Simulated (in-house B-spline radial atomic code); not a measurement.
## Ionising Cl IV (Cl3+) with different functionals

Computed with an all-electron radial atomic-structure program (B-spline basis): four-component Dirac-Coulomb Hamiltonian, Fermi nucleus of rms radius 3.3654 fm, spin-restricted, spherical fractional occupations for the functionals, and exact exchange of hybrids averaged over the configuration. The ionisation energy is the difference of two self-consistent energies, [Ne] 3s2 3p2 → [Ne] 3s2 3p1, without Breit or QED terms; ε is the level of the shell that loses the electron (mean over j). The electron is taken from both j subshells in proportion to 2j + 1, so the result is a j average, not the step between ground levels.

```
method                    rung  ΔSCF (eV)  -ε(3p) (eV)
 B97-1           global hybrid      52.26        46.73
  PBE0           global hybrid      52.32        47.09
 B3LYP           global hybrid          ?            ?
 HSE06  range-separated hybrid          ?            ?
```

What does HSE06 give?

ΔSCF 52.31 eV, and -ε(3p) = 46.66 eV.

What does B3LYP give?

ΔSCF 52.38 eV, and -ε(3p) = 46.74 eV.

Among the functionals, which spreads more, the ΔSCF values or the orbital energies?

The orbital energies: ΔSCF values span about 0.11 eV and the orbital energies 0.42 eV.

How do they compare with the NIST value?

NIST lists 53.2 eV ± 0.12 (semi-empirical, ground level to ground level). Errors run from -0.98 to -0.86 eV. The correlated functionals all miss on the same side by more than they spread, so the cause is common to them (Breit-QED terms, spin polarisation, the choice among j levels, multiplet and fine-structure energies, or a listed next ion that isn't the cheapest removal here) and closeness doesn't rank the functionals.
